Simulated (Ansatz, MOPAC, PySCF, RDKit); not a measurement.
Torsion H4–O1–Si2–I3 in HIOSi (SMILES O[Si]I); at each angle all else is relaxed with GFN2-xTB, and the levels are single points there.
Geometry at 0° (charge 0, multiplicity 1):
```tsv
atom	x (Å)	y (Å)	z (Å)
O	-1.0528	0.1114	0.2177
Si	0.2193	1.0341	-0.1072
I	1.2928	-0.1735	-2.0366
H	-1.3691	-0.6979	-0.1847
```

On the grid 0° to 330°, 90° is the highest and 0° the lowest point at CCSD(T)/CBS(def2-TZVPP, def2-QZVPP).

Correlated levels freeze the cores. Filled d and f shells under p-block atoms count as core. The state that AM1 reach isn't checked.

Programs: Ansatz (Gaussian basis) for Hartree–Fock, density functionals and correlated methods; MOPAC for AM1 (differences of heats of formation); PySCF for the dispersion terms; RDKit for the force fields. Each number belongs to the level named beside it. In def2 rows elements past Kr take small-core potentials, without spin–orbit coupling.

| level | energy at 90° less that at 0° (meV) |
|---|---|
| MMFF94 | 461.4 |
| AM1 | 240.6 |
| PBE-D4/def2-TZVPP | 281.3 |
| BLYP/def2-TZVPP | ? |
| BLYP-D3(BJ)/def2-TZVPP | 278.5 |
| r2SCAN/def2-TZVPP | 286.1 |
| B3LYP-D3(BJ)/def2-TZVPP | 281.9 |
| MP2/def2-QZVPP | 298.3 |
| CCSD(T)/def2-QZVPP | 293.1 |

### Question
Fill in the missing entries.

### Answer

- BLYP/def2-TZVPP, energy at 90° less that at 0° (meV): 270.9

Ansatz is a quantum-chemistry and plane-wave program.
